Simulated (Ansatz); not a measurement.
Task: Name a neutral molecule of C, Sn and H with vertical ionisation energy (CCSD(T)/def2-TZVPP) between 9.55 and 9.85 eV and HOMO energy (B3LYP/def2-TZVPP) between -7.45 and -7.15 eV (Ansatz, PBE0-D4/def2-TZVP geometry).

Result: `[CH3][Sn]([CH3])([CH3])[CH3]` (9.72 eV, -7.44 eV). Other molecules can fit too; these were computed, each in one conformer that needn't be the lowest.

B3LYP here is the variant with VWN-RPA as its local correlation; programs differ in this.
